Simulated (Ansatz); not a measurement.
`N[SiH](F)CO`. Total charge 0; spin multiplicity 1. Geometry: relaxed with PBE0-D4/def2-TZVP. It is one conformer, not always the lowest.

```xyz
11

N     0.931    1.446    0.127
Si    0.705   -0.146    0.654
F     1.853   -1.169    0.188
C    -0.926   -0.729   -0.073
O    -1.017   -0.221   -1.399
H     1.680    2.034    0.448
H     0.605    1.700   -0.792
H     0.726   -0.211    2.135
H    -1.747   -0.359    0.557
H    -0.968   -1.827   -0.055
H    -1.842   -0.518   -1.790
```

Problem. What is the dipole moment at B3LYP/def2-TZVPP? (Estimate.)

Solution. Ansatz gave: 2.01 D, with components (-1.86, 0.76, -0.08) D in this frame, pointing from negative to positive charge.

Problem. And with PBE, r2SCAN, ωB97M-V? (An estimate is asked.)

Solution. Computed: PBE 1.98 D, r2SCAN 1.99 D, ωB97M-V 1.99 D.

Problem. Give the Mulliken charges with B3LYP, r2SCAN, ωB97M-V in def2-TZVPP. (An estimate is asked.)

Solution. Computed: 
```csv
atom,B3LYP,r2SCAN,ωB97M-V
N1,-0.41,-0.46,-0.37
Si2,0.68,0.69,0.64
F3,-0.33,-0.33,-0.32
C4,-0.13,-0.07,-0.19
O5,-0.35,-0.37,-0.33
H6,0.14,0.15,0.11
H7,0.16,0.17,0.14
H8,-0.12,-0.12,-0.07
H9,0.09,0.06,0.12
H10,0.10,0.07,0.11
H11,0.18,0.20,0.17
```

B3LYP here is the variant with VWN-RPA as its local correlation; programs differ in this.
